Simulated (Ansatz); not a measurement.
Born–Oppenheimer molecular dynamics of a periodic cell of 16 atoms, Cl (contents 8 Cl2, density as packed 1.57 g/cm³ with natural masses). It goes on from the last frame of an earlier run, with new velocities.

The calculation used DFT PBE-D3(BJ), scalar-relativistic, plane waves, PAW in Ansatz 0.2.0. Settings: accuracy low, cutoff 420 eV, k mesh 1x1x1, fermi-dirac smearing 0.02 eV, no spin polarisation.

* ensemble: NVT, Langevin thermostat
* time step: 2 fs
* steps asked: 400
* set temperature: 1500 K
* friction: 0.01 /fs
* seed: 811275

Frames 4 fs apart, positions in Å, forces in eV/Å.

Velocities at 480.0 fs (Å/ps):

```
Cl -0.99 5.00 -2.68
Cl 0.92 -10.03 -2.51
Cl 12.65 -3.26 -1.35
Cl 4.96 -0.08 -12.87
Cl -3.01 -5.49 -5.62
Cl 1.32 1.11 2.07
Cl -4.26 2.39 -8.58
Cl -2.21 2.80 -3.10
Cl 9.62 -9.98 -0.72
Cl -1.26 -2.85 -7.16
Cl -1.80 -0.73 -2.17
Cl 9.24 5.05 2.67
Cl 2.35 -6.54 -1.94
Cl 5.17 -3.02 1.44
Cl -9.42 -2.95 -6.13
Cl -5.26 -4.08 1.54
```

```xyz
16
Lattice="8.4343 0.0000 0.0000 0.0000 8.4343 0.0000 0.0000 0.0000 8.4343" Properties=species:S:1:pos:R:3:forces:R:3 time_fs=480.0 energy_less_start_eV=0.600 T=1202
Cl 6.543 2.821 10.031 0.64 0.20 -0.51
Cl 8.314 2.930 8.957 -0.68 -0.02 0.58
Cl 2.042 -0.865 -0.064 1.35 -0.19 -1.15
Cl 3.588 -1.036 -1.836 -1.54 0.52 1.96
Cl 3.229 5.289 2.926 -0.19 0.23 -0.04
Cl 2.151 6.631 3.980 -0.01 -0.30 -0.48
Cl 5.973 7.829 1.341 0.54 -0.21 -0.37
Cl 7.809 7.774 0.362 -0.44 0.02 0.23
Cl 4.506 0.847 4.004 -0.16 0.30 -0.15
Cl 3.237 2.301 4.666 1.16 -0.39 -0.61
Cl 9.308 1.359 5.927 -0.28 -0.24 0.51
Cl 7.594 1.298 4.927 -0.55 0.01 -0.19
Cl 2.840 2.636 -0.186 -0.05 0.21 -0.20
Cl 3.061 4.175 -1.490 -0.41 -0.08 0.84
Cl 5.527 4.889 5.545 -0.07 -0.74 -0.76
Cl 6.627 6.311 6.325 0.67 0.66 0.34
16
Lattice="8.4343 0.0000 0.0000 0.0000 8.4343 0.0000 0.0000 0.0000 8.4343" Properties=species:S:1:pos:R:3:forces:R:3 time_fs=484.0 energy_less_start_eV=0.682 T=1124
Cl 6.543 2.841 10.013 0.63 0.17 -0.49
Cl 8.321 2.891 8.947 -0.65 0.03 0.56
Cl 2.092 -0.875 -0.073 1.33 -0.16 -1.21
Cl 3.611 -1.041 -1.880 -1.57 0.56 2.07
Cl 3.214 5.263 2.904 -0.42 0.50 0.17
Cl 2.155 6.633 3.987 0.19 -0.58 -0.73
Cl 5.952 7.846 1.308 0.55 -0.20 -0.39
Cl 7.800 7.786 0.355 -0.45 -0.01 0.22
Cl 4.540 0.815 4.000 -0.40 0.58 -0.03
Cl 3.234 2.290 4.629 1.36 -0.68 -0.69
Cl 9.302 1.347 5.919 0.57 -0.21 0.98
Cl 7.627 1.320 4.938 -1.35 0.01 -0.69
Cl 2.848 2.613 -0.198 -0.07 0.16 -0.14
Cl 3.075 4.161 -1.482 -0.40 -0.07 0.79
Cl 5.496 4.876 5.516 0.18 -0.44 -0.64
Cl 6.606 6.296 6.334 0.50 0.36 0.21
16
Lattice="8.4343 0.0000 0.0000 0.0000 8.4343 0.0000 0.0000 0.0000 8.4343" Properties=species:S:1:pos:R:3:forces:R:3 time_fs=488.0 energy_less_start_eV=0.697 T=1160
Cl 6.550 2.856 9.995 0.60 0.14 -0.47
Cl 8.326 2.853 8.932 -0.61 0.07 0.54
Cl 2.146 -0.879 -0.095 1.35 -0.16 -1.28
Cl 3.627 -1.043 -1.909 -1.60 0.59 2.16
Cl 3.193 5.232 2.878 -0.61 0.76 0.38
Cl 2.151 6.631 3.995 0.37 -0.84 -0.95
Cl 5.932 7.871 1.270 0.46 -0.20 -0.33
Cl 7.780 7.802 0.350 -0.39 -0.05 0.16
Cl 4.562 0.782 4.000 -0.49 0.68 0.00
Cl 3.244 2.276 4.583 1.39 -0.77 -0.67
Cl 9.302 1.333 5.906 1.20 -0.23 1.32
Cl 7.650 1.347 4.939 -1.94 0.04 -1.04
Cl 2.853 2.597 -0.213 -0.08 0.06 -0.03
Cl 3.087 4.157 -1.468 -0.38 -0.02 0.67
Cl 5.472 4.866 5.478 0.41 -0.15 -0.51
Cl 6.587 6.285 6.339 0.33 0.08 0.07
16
Lattice="8.4343 0.0000 0.0000 0.0000 8.4343 0.0000 0.0000 0.0000 8.4343" Properties=species:S:1:pos:R:3:forces:R:3 time_fs=492.0 energy_less_start_eV=0.597 T=1382
Cl 6.565 2.870 9.970 0.48 0.12 -0.40
Cl 8.332 2.818 8.911 -0.50 0.12 0.47
Cl 2.220 -0.886 -0.117 1.33 -0.15 -1.35
Cl 3.632 -1.038 -1.934 -1.59 0.61 2.24
Cl 3.177 5.213 2.856 -0.75 0.93 0.54
Cl 2.143 6.631 3.999 0.49 -1.03 -1.12
Cl 5.915 7.890 1.233 0.34 -0.19 -0.28
Cl 7.760 7.815 0.339 -0.32 -0.09 0.11
Cl 4.579 0.751 4.005 -0.44 0.64 -0.03
Cl 3.255 2.250 4.533 1.31 -0.70 -0.61
Cl 9.313 1.327 5.899 1.24 -0.27 1.33
Cl 7.661 1.379 4.935 -1.95 0.07 -1.06
Cl 2.860 2.591 -0.226 -0.10 -0.20 0.18
Cl 3.092 4.157 -1.443 -0.31 0.19 0.41
Cl 5.455 4.860 5.438 0.52 0.02 -0.41
Cl 6.562 6.279 6.341 0.26 -0.09 -0.01
16
Lattice="8.4343 0.0000 0.0000 0.0000 8.4343 0.0000 0.0000 0.0000 8.4343" Properties=species:S:1:pos:R:3:forces:R:3 time_fs=496.0 energy_less_start_eV=0.368 T=1428
Cl 6.582 2.884 9.943 0.28 0.11 -0.27
Cl 8.331 2.778 8.890 -0.31 0.17 0.35
Cl 2.305 -0.897 -0.159 1.22 -0.14 -1.28
Cl 3.631 -1.032 -1.953 -1.48 0.59 2.18
Cl 3.155 5.199 2.841 -0.76 0.95 0.57
Cl 2.140 6.626 3.998 0.48 -1.06 -1.15
Cl 5.906 7.908 1.192 0.22 -0.18 -0.20
Cl 7.748 7.824 0.324 -0.24 -0.12 0.04
Cl 4.587 0.726 4.018 -0.18 0.40 -0.13
Cl 3.273 2.211 4.490 1.03 -0.40 -0.50
Cl 9.328 1.322 5.901 0.89 -0.29 1.13
Cl 7.668 1.414 4.922 -1.59 0.09 -0.87
Cl 2.863 2.583 -0.237 -0.09 -0.40 0.33
Cl 3.091 4.166 -1.411 -0.25 0.35 0.20
Cl 5.449 4.857 5.399 0.54 0.12 -0.33
Cl 6.546 6.269 6.341 0.24 -0.20 -0.06
16
Lattice="8.4343 0.0000 0.0000 0.0000 8.4343 0.0000 0.0000 0.0000 8.4343" Properties=species:S:1:pos:R:3:forces:R:3 time_fs=500.0 energy_less_start_eV=0.150 T=1516
Cl 6.595 2.900 9.918 0.16 0.11 -0.19
Cl 8.329 2.744 8.865 -0.20 0.20 0.28
Cl 2.391 -0.910 -0.210 0.94 -0.12 -0.96
Cl 3.629 -1.035 -1.965 -1.20 0.56 1.87
Cl 3.128 5.188 2.831 -0.73 0.91 0.55
Cl 2.143 6.629 3.992 0.42 -1.04 -1.14
Cl 5.896 7.924 1.145 -0.03 -0.17 -0.07
Cl 7.732 7.831 0.312 -0.02 -0.16 -0.08
Cl 4.590 0.710 4.029 0.30 -0.09 -0.30
Cl 3.300 2.171 4.455 0.52 0.15 -0.33
Cl 9.338 1.315 5.903 0.57 -0.28 0.93
Cl 7.671 1.450 4.909 -1.24 0.09 -0.68
Cl 2.866 2.571 -0.250 -0.07 -0.54 0.42
Cl 3.090 4.178 -1.376 -0.21 0.47 0.06
Cl 5.451 4.844 5.366 0.50 0.13 -0.31
Cl 6.532 6.252 6.334 0.28 -0.22 -0.05
16
Lattice="8.4343 0.0000 0.0000 0.0000 8.4343 0.0000 0.0000 0.0000 8.4343" Properties=species:S:1:pos:R:3:forces:R:3 time_fs=504.0 energy_less_start_eV=0.005 T=1653
Cl 6.610 2.922 9.894 0.05 0.10 -0.12
Cl 8.328 2.722 8.839 -0.10 0.22 0.22
Cl 2.480 -0.914 -0.268 0.33 -0.07 -0.14
Cl 3.622 -1.035 -1.968 -0.61 0.49 1.08
Cl 3.100 5.179 2.829 -0.66 0.84 0.49
Cl 2.155 6.636 3.988 0.33 -0.99 -1.08
Cl 5.878 7.932 1.093 -0.28 -0.14 0.05
Cl 7.712 7.840 0.298 0.21 -0.20 -0.20
Cl 4.594 0.688 4.040 0.90 -0.71 -0.50
Cl 3.337 2.131 4.429 -0.11 0.83 -0.13
Cl 9.351 1.317 5.909 0.17 -0.23 0.64
Cl 7.665 1.481 4.906 -0.79 0.04 -0.43
Cl 2.865 2.555 -0.259 -0.02 -0.47 0.37
Cl 3.100 4.194 -1.343 -0.19 0.37 0.07
Cl 5.458 4.827 5.336 0.43 0.11 -0.30
Cl 6.515 6.233 6.327 0.35 -0.20 -0.03
16
Lattice="8.4343 0.0000 0.0000 0.0000 8.4343 0.0000 0.0000 0.0000 8.4343" Properties=species:S:1:pos:R:3:forces:R:3 time_fs=508.0 energy_less_start_eV=0.014 T=1636
Cl 6.626 2.946 9.867 -0.07 0.10 -0.03
Cl 8.330 2.695 8.816 0.00 0.25 0.15
Cl 2.567 -0.918 -0.327 -0.78 0.04 1.56
Cl 3.605 -1.034 -1.964 0.49 0.35 -0.60
Cl 3.071 5.176 2.831 -0.51 0.63 0.33
Cl 2.170 6.634 3.983 0.16 -0.81 -0.92
Cl 5.851 7.942 1.045 -0.34 -0.12 0.08
Cl 7.692 7.848 0.275 0.27 -0.23 -0.22
Cl 4.603 0.654 4.040 1.33 -1.17 -0.62
Cl 3.376 2.093 4.404 -0.58 1.33 0.01
Cl 9.363 1.325 5.915 -0.08 -0.17 0.43
Cl 7.659 1.508 4.912 -0.49 0.00 -0.26
Cl 2.867 2.532 -0.272 0.06 -0.21 0.20
Cl 3.113 4.213 -1.316 -0.21 0.10 0.20
Cl 5.478 4.809 5.305 0.33 0.06 -0.31
Cl 6.503 6.216 6.318 0.41 -0.15 0.01
16
Lattice="8.4343 0.0000 0.0000 0.0000 8.4343 0.0000 0.0000 0.0000 8.4343" Properties=species:S:1:pos:R:3:forces:R:3 time_fs=512.0 energy_less_start_eV=0.253 T=1507
Cl 6.641 2.974 9.837 -0.29 0.13 0.11
Cl 8.327 2.671 8.802 0.21 0.25 0.01
Cl 2.647 -0.929 -0.375 -2.33 0.21 4.25
Cl 3.580 -1.027 -1.960 2.04 0.17 -3.28
Cl 3.037 5.176 2.836 -0.33 0.35 0.11
Cl 2.181 6.629 3.982 -0.03 -0.55 -0.70
Cl 5.818 7.948 1.003 -0.08 -0.12 -0.03
Cl 7.684 7.861 0.245 0.02 -0.26 -0.11
Cl 4.622 0.612 4.027 1.31 -1.13 -0.61
Cl 3.410 2.068 4.384 -0.59 1.33 0.02
Cl 9.376 1.329 5.918 -0.46 -0.08 0.16
Cl 7.640 1.534 4.923 -0.09 -0.08 -0.02
Cl 2.870 2.505 -0.291 0.13 -0.03 0.11
Cl 3.138 4.226 -1.286 -0.23 -0.12 0.27
Cl 5.499 4.787 5.275 0.25 0.02 -0.33
Cl 6.489 6.199 6.306 0.45 -0.10 0.06
16
Lattice="8.4343 0.0000 0.0000 0.0000 8.4343 0.0000 0.0000 0.0000 8.4343" Properties=species:S:1:pos:R:3:forces:R:3 time_fs=516.0 energy_less_start_eV=0.573 T=1449
Cl 6.656 3.006 9.812 -0.37 0.14 0.18
Cl 8.327 2.640 8.785 0.28 0.28 -0.05
Cl 2.725 -0.943 -0.402 -3.48 0.29 6.67
Cl 3.569 -1.017 -1.968 3.17 0.12 -5.68
Cl 3.009 5.185 2.849 -0.09 -0.07 -0.21
Cl 2.186 6.615 3.988 -0.28 -0.17 -0.38
Cl 5.796 7.950 0.959 0.03 -0.11 -0.09
Cl 7.680 7.870 0.219 -0.07 -0.30 -0.07
Cl 4.636 0.563 4.015 1.04 -0.83 -0.54
Cl 3.445 2.057 4.372 -0.37 1.04 -0.03
Cl 9.384 1.342 5.917 -0.76 -0.01 -0.07
Cl 7.617 1.564 4.933 0.26 -0.14 0.17
Cl 2.873 2.482 -0.311 0.20 0.08 0.05
Cl 3.162 4.235 -1.258 -0.24 -0.26 0.31
Cl 5.512 4.774 5.239 0.19 -0.01 -0.33
Cl 6.477 6.181 6.295 0.49 -0.06 0.08
16
Lattice="8.4343 0.0000 0.0000 0.0000 8.4343 0.0000 0.0000 0.0000 8.4343" Properties=species:S:1:pos:R:3:forces:R:3 time_fs=520.0 energy_less_start_eV=0.639 T=1579
Cl 6.676 3.039 9.789 -0.25 0.10 0.11
Cl 8.339 2.601 8.760 0.14 0.37 0.04
Cl 2.788 -0.952 -0.405 -3.44 0.20 7.13
Cl 3.568 -0.996 -1.997 3.09 0.25 -6.09
Cl 2.978 5.200 2.865 0.24 -0.66 -0.68
Cl 2.186 6.598 3.994 -0.64 0.39 0.07
Cl 5.774 7.959 0.912 0.20 -0.11 -0.17
Cl 7.680 7.870 0.197 -0.22 -0.33 0.00
Cl 4.646 0.506 4.012 0.63 -0.32 -0.45
Cl 3.483 2.063 4.353 0.00 0.56 -0.13
Cl 9.385 1.362 5.913 -0.93 0.04 -0.24
Cl 7.594 1.594 4.938 0.50 -0.19 0.28
Cl 2.871 2.462 -0.335 0.27 0.17 0.01
Cl 3.189 4.247 -1.228 -0.27 -0.38 0.34
Cl 5.531 4.769 5.203 0.13 -0.05 -0.34
Cl 6.465 6.171 6.288 0.53 -0.03 0.11
16
Lattice="8.4343 0.0000 0.0000 0.0000 8.4343 0.0000 0.0000 0.0000 8.4343" Properties=species:S:1:pos:R:3:forces:R:3 time_fs=524.0 energy_less_start_eV=0.488 T=1392
Cl 6.701 3.063 9.759 -0.18 0.07 0.08
Cl 8.355 2.559 8.738 0.05 0.45 0.08
Cl 2.843 -0.955 -0.385 -2.54 0.09 5.66
Cl 3.579 -0.973 -2.039 2.14 0.41 -4.55
Cl 2.942 5.215 2.882 0.59 -1.33 -1.23
Cl 2.188 6.585 4.005 -1.02 1.01 0.59
Cl 5.752 7.968 0.869 0.39 -0.12 -0.23
Cl 7.680 7.871 0.180 -0.37 -0.37 0.07
Cl 4.659 0.458 4.010 0.28 0.17 -0.38
Cl 3.520 2.075 4.335 0.32 0.09 -0.22
Cl 9.396 1.377 5.909 -1.18 0.10 -0.44
Cl 7.575 1.624 4.941 0.80 -0.24 0.42
Cl 2.874 2.443 -0.361 0.34 0.13 0.01
Cl 3.211 4.258 -1.188 -0.28 -0.37 0.33
Cl 5.553 4.762 5.172 0.08 -0.08 -0.34
Cl 6.459 6.162 6.280 0.56 -0.01 0.13
```

Of the whole run (800 fs, mean temperature of the second half 1468 K): A run of 0.8 ps of so small a system gives no equilibrium averages. Limits of this set-up: coarse k mesh, low accuracy level.

Time of the run: 7.8 min on 1 thread of AMD EPYC 9R45 96-Core Processor (Zen 5), with other jobs on the host, peak memory 0.55 GiB.
